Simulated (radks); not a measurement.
Numerical settings for the xenon ion Xe+, [Kr] 4d10 5s2 5p5. Method: scalar-relativistic Kohn-Sham, PBEsol, spin-polarised, spherical densities, point nucleus; open shells are filled with parallel spins first (spin-orbit coupling, left out, can overturn this in heavy ions); computed with a radial shooting solver on a logarithmic mesh with Libxc functionals. The defaults (mesh step 0.008 in ln r, mesh end at 40 bohr or more with all orbitals vanishing there, Anderson mixing 0.5 over 9 steps, residual threshold near 1e-9 with the energy settled to 1e-9 hartree or 1e-11 of itself, here a cap of 87 iterations) give E = -7443.8004 hartree and 5p at -16.659 eV in 14 iterations. Run on one thread of a shared host, so times are rough (Arm Neoverse V1): 0.24 s of CPU time, 0.24 s wall, 14 iterations on 2602 mesh points. One setting is changed at a time: mesh step in ln r 0.03; mesh step in ln r 0.05; mesh step in ln r 0.2; mesh end (bohr) 2; mesh end (bohr) 8; residual threshold 1e-16; residual threshold 0.1; mixing 1; linear mixing, mixing 0.8; linear mixing, mixing 0.2; mixing history 3; iteration cap 8. Which runs fail to converge, and which converge to a wrong energy?

Answer. Not converged within the cap: mesh step in ln r 0.2; residual threshold 1e-16; iteration cap 8. Settled on a wrong energy, with an occupied level pushed above zero by the early mesh end: mesh end (bohr) 2 (+15.3 hartree). Apart from these: no run marked as converged misses the energy by more than 1 mhartree.
